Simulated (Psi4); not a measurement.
C3H6O3, charge +1, doublet (typed; the unrestricted solution is spin-contaminated), at a GFN2-xTB geometry (a state made from the parent by changing its charge; the spin is typed, not shown lowest); MP2/STO-3G run with Psi4.

Input for Psi4:
```
memory 2 GB

molecule mol {
1 2
C 
O  1 1.383505
C  2 1.348583 1 118.638561
O  3 1.185846 2 126.559673 1 -0.633276
O  3 1.348583 4 126.559673 2 -179.694991
C  5 1.383505 3 118.638561 4 0.633276
H  1 1.097471 2 112.311322 3 19.393092
H  1 1.101593 7 114.451523 2 -122.165818
H  1 1.108977 7 108.473252 8 -115.468859
H  6 1.101593 5 106.929874 3 -145.734750
H  6 1.108977 10 103.893937 5 116.843876
H  6 1.097471 10 114.451524 11 118.102396
}

set basis sto-3g
set reference uhf

energy('mp2')
print_variables()
```

It wrote (shortened):

```
    SCF Algorithm Type (re)set to DF.

   => Loading Basis Set <=

    Name: STO-3G
    Role: ORBITAL
    Keyword: BASIS

         ---------------------------------------------------------
                                   SCF
               by Justin Turney, Rob Parrish, Andy Simmonett
                          and Daniel G. A. Smith
                              UHF Reference
         ---------------------------------------------------------

  ==> Geometry <==

    Molecular point group: c1
    Full point group: C1

    Geometry (in Angstrom), charge = 1, multiplicity = 2:

       Center              X                  Y                   Z               Mass
    ------------   -----------------  -----------------  -----------------  -----------------
         C           -0.011063061685     1.055467433553    -2.088962477480    12.000000000000
         O           -0.011063061685     1.055467433553    -0.705457477480    15.994914619570
         C           -0.011063061685    -0.128130743694    -0.059105048300    12.000000000000
         O           -0.021590761936    -1.204571818740    -0.556492739340    15.994914619570
         O            0.008965952392     0.146617379686     1.261042070465    15.994914619570
         C            0.032186077122    -0.907034663811     2.157347979219    12.000000000000
         H           -0.348193624841     0.097764775497    -2.505605247704     1.007825032230
         H           -0.604408026323     1.926412813021    -2.409747509191     1.007825032230
         H            1.005885235474     1.268738904847    -2.476469157378     1.007825032230
         H           -0.548917791866    -0.591548875400     3.038423542611     1.007825032230
         H            1.057118580312    -1.056059672056     2.553750422892     1.007825032230
         H           -0.305322812409    -1.847570109874     1.703560121264     1.007825032230

  Running in c1 symmetry.

  Rotational constants: A =      0.34674  B =      0.07792  C =      0.06512 [cm^-1]
  Rotational constants: A =  10394.94686  B =   2335.99336  C =   1952.10566 [MHz]
  Nuclear repulsion =  252.478261618916491

  Charge       = 1
  Multiplicity = 2
  Electrons    = 47
  Nalpha       = 24
  Nbeta        = 23

  ==> Algorithm <==

  SCF Algorithm Type is DF.
  DIIS enabled.
  MOM disabled.
  Fractional occupation disabled.
  Guess Type is SAD.
  Energy threshold   = 1.00e-08
  Density threshold  = 1.00e-08
  Integral threshold = 1.00e-12

  ==> Primary Basis <==

  Basis Set: STO-3G
    Blend: STO-3G
    Number of shells: 24
    Number of basis functions: 36
    Number of Cartesian functions: 36
    Spherical Harmonics?: true
    Max angular momentum: 1

   => Loading Basis Set <=

    Name: (STO-3G AUX)
    Role: JKFIT
    Keyword: DF_BASIS_SCF

  ==> Integral Setup <==

  SCF_SUBTYPE=INCORE selected. In-core MEM_DF algorithm will be used.
  Using in-core AOs.

  ==> MemDFJK: Density-Fitted J/K Matrices <==

    J tasked:                   Yes
    K tasked:                   Yes
    wK tasked:                   No
    Algorithm:                 Core
    Schwarz Cutoff:           1E-12
    Mask sparsity (%):       1.5432
    Fitting Condition:        1E-10

   => Auxiliary Basis Set <=

  Basis Set: (STO-3G AUX)
    Blend: DEF2-UNIVERSAL-JKFIT
    Number of shells: 186
    Number of basis functions: 564
    Number of Cartesian functions: 666
    Spherical Harmonics?: true
    Max angular momentum: 4

  Minimum eigenvalue in the overlap matrix is 2.2901417227E-01.
  Reciprocal condition number of the overlap matrix is 1.0112358800E-01.
    Using symmetric orthogonalization.

  ==> Pre-Iterations <==

  SCF Guess: Superposition of Atomic Densities via on-the-fly atomic UHF (no occupation information).

   -------------------------
    Irrep   Nso     Nmo
   -------------------------
     A         36      36
   -------------------------
    Total      36      36
   -------------------------

  ==> Iterations <==

[...]

    Alpha Occupied:

[...]
    Alpha Virtual:

[...]
    Beta Occupied:

[...]
    Beta Virtual:

[...]
      36A      0.785118

    Final Occupation by Irrep:
              A
    DOCC [    23 ]
    SOCC [     1 ]
    NA   [    24 ]
    NB   [    23 ]

  @DF-UHF Final Energy:  -336.93464605094573

   => Energetics <=

    Nuclear Repulsion Energy =            252.4782616189164912
    One-Electron Energy =                -951.3946764355137020
    Two-Electron Energy =                 361.9817687656515091
    Total Energy =                       -336.9346460509457302

  UHF NO Occupations:
  HONO-2 :   22  A 1.9987371
  HONO-1 :   23  A 1.7749979
  HONO-0 :   24  A 1.0000000
  LUNO+0 :   25  A 0.2250021
  LUNO+1 :   26  A 0.0012629
  LUNO+2 :   27  A 0.0010768
  LUNO+3 :   28  A 0.0006919

Computation Completed

Properties will be evaluated at   0.000000,   0.000000,   0.000000 [a0]

Properties computed using the SCF density matrix

 Multipole Moments:

 ------------------------------------------------------------------------------------
     Multipole            Electronic (a.u.)      Nuclear  (a.u.)        Total (a.u.)
 ------------------------------------------------------------------------------------

 L = 1.  Multiply by 2.5417464519 to convert [e a0] to [Debye]
 Dipole X            :         -0.1372338            0.2400298            0.1027960
 Dipole Y            :          0.6070977           -0.1896266            0.4174712
 Dipole Z            :          0.2819782           -0.0900838            0.1918945
 Magnitude           :                                                    0.4708213

 ------------------------------------------------------------------------------------

  //>>>>>>>>>>>>>>>>>>>>>>>>>>>>>>>>>>>//
  //               DFMP2               //
  //<<<<<<<<<<<<<<<<<<<<<<<<<<<<<<<<<<<//

   => Loading Basis Set <=

    Name: (STO-3G AUX)
    Role: RIFIT
    Keyword: DF_BASIS_MP2

	 --------------------------------------------------------
	                          DF-MP2
	      2nd-Order Density-Fitted Moller-Plesset Theory

	        Rob Parrish, Justin Turney, Andy Simmonett,
	           Ed Hohenstein, and C. David Sherrill
	 --------------------------------------------------------

	 --------------------------------------------------------
	                 NBF =    36, NAUX =   372
	 --------------------------------------------------------
	   CLASS    FOCC     OCC    AOCC    AVIR     VIR    FVIR
	   ALPHA       0      24      24      12      12       0
	    BETA       0      23      23      13      13       0
	 --------------------------------------------------------

	-----------------------------------------------------------
	 ==================> DF-MP2 Energies <====================
	-----------------------------------------------------------
	 Reference Energy          =    -336.9346460509457302 [Eh]
	 Singles Energy            =      -0.0000000000000000 [Eh]
	 Same-Spin Energy          =      -0.0564160592287379 [Eh]
	 Opposite-Spin Energy      =      -0.2228981181350324 [Eh]
	 Correlation Energy        =      -0.2793141773637703 [Eh]
	 Total Energy              =    -337.2139602283094746 [Eh]
	-----------------------------------------------------------
	 ================> DF-SCS-MP2 Energies <==================
	-----------------------------------------------------------
	 SCS Same-Spin Scale       =       0.3333333333333333 [-]
	 SCS Opposite-Spin Scale   =       1.2000000000000000 [-]
	 SCS Same-Spin Energy      =      -0.0188053530762460 [Eh]
	 SCS Opposite-Spin Energy  =      -0.2674777417620389 [Eh]
	 SCS Correlation Energy    =      -0.2862830948382848 [Eh]
	 SCS Total Energy          =    -337.2209291457839981 [Eh]
	-----------------------------------------------------------

  Variable Map:
  ----------------------------------------------------------------------------
[...]
  Array Variable Map:
  ----------------------------------------------------------------------------
[...]
[...]
```
